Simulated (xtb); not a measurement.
C3H7NO (SMILES CN(C)C=O), singlet, geometry from GFN2-xTB. Base run: xtb with GFN2-xTB.

Geometry (Å):
```xyz
12

C      1.7062    -0.1551     0.3623
N      0.2952    -0.1384     0.0883
C     -0.4072    -1.3899     0.2414
C     -0.3682     0.9653    -0.2923
O     -1.5505     1.0246    -0.5323
H      2.1251     0.8384     0.2143
H      1.8899    -0.4660     1.3947
H      2.2153    -0.8565    -0.3047
H     -1.4543    -1.2157     0.0009
H      0.0027    -2.1433    -0.4352
H     -0.3236    -1.7518     1.2687
H      0.2981     1.8454    -0.3669
```
All else is at xtb's defaults.
Base energy -16.98347 Eh.

The base run was repeated with changes; each row names its change, and settings that it needs were set with it.

```json
[
 {"change": "base", "ΔE vs base (mEh)": "0.000", "HOMO-LUMO gap (eV)": "5.14", "dipole (D)": "4.60", "G_solv (kcal/mol)": "-", "SCF cycles": "11"},
 {"change": "alpb = water", "ΔE vs base (mEh)": "-8.979", "HOMO-LUMO gap (eV)": "4.91", "dipole (D)": "5.72", "G_solv (kcal/mol)": "-7.89", "SCF cycles": "10"},
 {"change": "etemp = 10000", "ΔE vs base (mEh)": "-9.098", "HOMO-LUMO gap (eV)": "5.24", "dipole (D)": "4.71", "G_solv (kcal/mol)": "-", "SCF cycles": "11"},
 {"change": "acc = 0.1", "ΔE vs base (mEh)": "0.000", "HOMO-LUMO gap (eV)": "5.14", "dipole (D)": "4.60", "G_solv (kcal/mol)": "-", "SCF cycles": "12"},
 {"change": "alpb = acetonitrile", "ΔE vs base (mEh)": "-11.455", "HOMO-LUMO gap (eV)": "4.99", "dipole (D)": "5.27", "G_solv (kcal/mol)": "-7.97", "SCF cycles": "10"},
 {"change": "alpb = chcl3", "ΔE vs base (mEh)": "[?]", "HOMO-LUMO gap (eV)": "[?]", "dipole (D)": "[?]", "G_solv (kcal/mol)": "[?]", "SCF cycles": "10"},
 {"change": "acc = 0.0001", "ΔE vs base (mEh)": "0.000", "HOMO-LUMO gap (eV)": "5.14", "dipole (D)": "4.60", "G_solv (kcal/mol)": "-", "SCF cycles": "17"},
 {"change": "alpb = methanol", "ΔE vs base (mEh)": "-11.853", "HOMO-LUMO gap (eV)": "4.95", "dipole (D)": "5.48", "G_solv (kcal/mol)": "-8.80", "SCF cycles": "10"}
]
```

### Question
What belongs in the gaps?

### Answer

- alpb = chcl3, ΔE vs base (mEh): -12.854
- alpb = chcl3, HOMO-LUMO gap (eV): 4.98
- alpb = chcl3, dipole (D): 5.42
- alpb = chcl3, G_solv (kcal/mol): -9.31

ALPB and GBSA are two models with their own fitted parameters for each solvent, which aren't always the measured dielectric constant.
